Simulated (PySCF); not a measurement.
The vertical singlet excitations below were computed for one of the candidates. Level of theory: PySCF 2.14.0, density-fitted response routines, TDDFT CAM-B3LYP/def2-SVPD, vertical, gas phase, core orbitals frozen in the response. Geometries: GFN2-xTB, one conformer each.

| state | λ (nm) | f |
| --- | --- | --- |
| S1 | 199.1 | 0.012 |
| S2 | 181.4 | 0.0022 |
| S3 | 175.7 | 0.026 |
| S4 | 163.4 | 0.0055 |
| S5 | 158.2 | 0.020 |
| S6 | 157.2 | 0.088 |
| S7 | 155.0 | 0.177 |
| S8 | 154.5 | 0.064 |

Orbital energies (eV): HOMO-3 -10.73, HOMO-2 -10.19, HOMO-1 -9.61, HOMO -9.17, LUMO 0.42, LUMO+1 1.11, LUMO+2 1.14.

Problem. Which candidate is it? All have the formula C2H12OSi3.
A. `COC[SiH]([SiH3])[SiH3]`
B. `OCC([SiH3])([SiH3])[SiH3]`
C. `C[SiH](C)O[SiH2][SiH3]`

Solution. C. Its S1, at 6.23 eV, is the lowest among the candidates; the nearest of the others has S1 at 6.86 eV. S1 is HOMO→LUMO (88%). Löwdin shares by element: HOMO silicon 35% or more, oxygen 24%, carbon 8% or more (atoms not listed hold the other 33%); LUMO silicon 59% or more, hydrogen 14% or more (atoms not listed hold the other 27%). At the same level the other candidates give, for their lowest levels:
- `OCC([SiH3])([SiH3])[SiH3]`: 179 nm (f 0.001); 163 nm (f 0.009); 160 nm (f 0.001); 154 nm (f 0.033); 154 nm (f 0.011); T1 6.65 eV; HOMO -9.38, LUMO 0.82 eV
- `COC[SiH]([SiH3])[SiH3]`: 181 nm (f 0.199); 178 nm (f 0.012); 177 nm (f 0.073); 174 nm (f 0.011); 172 nm (f 0.008); T1 5.85 eV; HOMO -9.20, LUMO 0.53 eV

Conformer computed: `[CH3:1][SiH:2]([CH3:3])[O:4][SiH2:5][SiH3:6]`: C1–Si2–O4–Si5 -28°, Si2–O4–Si5–Si6 61°.
Triplets come from the Tamm–Dancoff approximation.
